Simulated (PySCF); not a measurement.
# Orbital energies and ionisation energy

SbH2(NMe2), C₂H₈NSb.
Z-matrix (Å and degrees, PBE0-D3(BJ)/def2-SVP geometry), rows numbered from 1:
```
Sb
H   1  1.7377
H   1  1.7190  2   89.79
N   1  2.0563  2   98.09  3    92.77
C   4  1.4391  1  118.21  2   -43.14
C   4  1.4418  1  115.90  2    96.44
H   5  1.1129  4  114.01  1    74.11
H   5  1.1006  4  110.77  1   -47.31
H   5  1.1063  4  109.81  1  -165.77
H   6  1.1017  4  110.85  1    40.84
H   6  1.1061  4  109.92  1   159.01
H   6  1.1126  4  114.32  1   -80.99
```

Level: B3LYP/def2-SVPD (PySCF). Frontier orbitals with their largest atomic shares (Löwdin; up to four atoms above 4 %):

```tsv
orbital	ε (eV)	main atoms
HOMO−3	-9.31	Sb1 30 %, H2 22 %, N4 19 %, C5 8 %
HOMO−2	-9.01	Sb1 32 %, H3 27 %, N4 14 %, C6 9 %
HOMO−1	-7.16	Sb1 65 %, H2 11 %, H3 8 %, N4 8 %
HOMO	-6.00	?
LUMO	-0.86	Sb1 56 %, N4 12 %, H3 9 %, H2 7 %
LUMO+1	-0.13	Sb1 65 %, H3 12 %, H2 12 %, N4 5 %
LUMO+2	0.04	Sb1 52 %, H2 14 %, H3 10 %, N4 6 %
```

Task: What vertical ionisation energy does ΔSCF give, and how far is −ε(HOMO) from it?

Result: ΔSCF: 8.08 eV (780 kJ/mol; threshold wavelength 153 nm); ⟨S²⟩ of the doublet left behind is 0.756, against 0.75 for a pure doublet. −ε(HOMO) is 6.00 eV, 2.08 eV below it. For the exact functional −ε(HOMO) would equal the first vertical ionisation energy; B3LYP (global hybrid, 20 % exact exchange) falls short of its own ΔSCF value by 26 %. Holes in the HOMO−1 and HOMO−2 were tried too where these lie within 1.2 eV of the HOMO; the lowest converged state counts.

Task: On which atoms does the HOMO lie?

Result: N4 (nitrogen bonded to 2 C and Sb) 57 %, C6 (carbon bonded to N and 3 H) 10 %, C5 (carbon bonded to N and 3 H) 9 %, Sb1 (antimony bonded to N and 2 H) 5 %, so more than half of it is on one atom. The HOMO−1 lies 1.16 eV lower.

Task: Shift the occupied levels rigidly so that −ε(HOMO) equals the ΔSCF value. What binding energies result?

Result: The shift is +2.08 eV: HOMO 8.08, HOMO−1 9.24, HOMO−2 11.09, HOMO−3 11.39 eV. A rigid shift is only a rough guide to the deeper ionisations.

Task: With α = 80.5 au, estimate the like-pair dispersion coefficient by London's formula C6 = (3/4)α²I.

Result: I = 0.2969 Eh, so C6 ≈ 1440 au, a rough estimate.

Task: How many of the 10 lowest singlet excitations (vertical TDDFT, same level) lie below the ionisation energy?

Result: All 10; they run from 4.10 to 7.28 eV.

Isolated species at its PBE0-D3(BJ)/def2-SVP geometry (one conformer only). Atoms past krypton carry effective core potentials; spin–orbit coupling is left out.
